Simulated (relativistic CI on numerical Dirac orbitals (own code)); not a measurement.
**Ta4+: q coefficients and field-shift factors**

Calculated at this level of theory: Dirac-Coulomb-Breit CI, separate exchange-only KLI orbitals for each configuration, valence Slater integrals scaled by 0.85, P86 correlation energy added to each configuration, derivatives by finite differences, QED left out (own radial code, finite nucleus).

CI space (outside the closed core [Kr] 4d10 5s2): 4f14.5p6.5d, 4f14.5p6.6s, 4f14.5p6.6p, 4f14.5p6.5f, 4f14.5p5.5d2, 4f14.5p6.6d, 4f13.5p6.5d2, 4f14.5p6.6f. Levels of other configurations are missing.

With x = (α/α₀)² − 1 an excitation energy changes as ω = ω₀ + qx; K = 2q/ω₀ is the relative enhancement. Terms are leading LS components, so labels can repeat. The field-shift factor is F = δν/δ⟨r²⟩ for the transition from the lowest level.

Lowest level 4f14.5p6.5d 2D_3/2.

| Level | ω₀ (cm⁻¹) | q (cm⁻¹) | F (GHz/fm²) |
| --- | --- | --- | --- |
| 4f14.5p6.5d 2D_5/2 | 5884.1 | 5166 | 0.701 |
| 4f14.5p6.6s 2S_1/2 | 51505.0 | -32000 | 53.3 |
| 4f14.5p6.6p 2P°_1/2 | 108301.3 | -24380 | 10.5 |
| 4f14.5p6.6p 2P°_3/2 | 120801.7 | -9136 | 8.57 |
| 4f13.5p6.5d2 4D°_5/2 | 198206.5 | -65700 | 25.8 |
| 4f13.5p6.5d2 4F°_7/2 | 198438.6 | -66130 | 25.8 |
| 4f14.5p6.6d 2D_3/2 | 198594.0 | -7593 | 8.39 |
| 4f13.5p6.5d2 4P°_3/2 | 198629.5 | -65690 | 25.7 |
| 4f14.5p6.6d 2D_5/2 | 200479.4 | -5696 | 8.4 |
| 4f13.5p6.5d2 2I°_11/2 | 200758.7 | -66360 | 25.8 |
| 4f13.5p6.5d2 4G°_9/2 | 201701.8 | -65320 | 25.9 |
| 4f13.5p6.5d2 4F°_9/2 | 203687.4 | -61760 | 26.3 |
| 4f13.5p6.5d2 4P°_1/2 | 203992.4 | -60810 | 26.3 |

At this charge configurations can still be misplaced by up to about 7 % of their energy. Levels and lines within the n = 5 or 6 shells can be off by up to 10 % or somewhat more, and those that change n by about 2 %, since core polarisation is missing. Levels that differ in their count of f electrons can be misplaced by several ten thousand cm⁻¹, since the correlation energy of f electrons is missing or only estimated; rates across such gaps can be off by orders of magnitude.

Which transition from the lowest level has the largest |K|?

4f14.5p6.5d 2D_5/2 at 5884.1 cm⁻¹, K = 1.76.
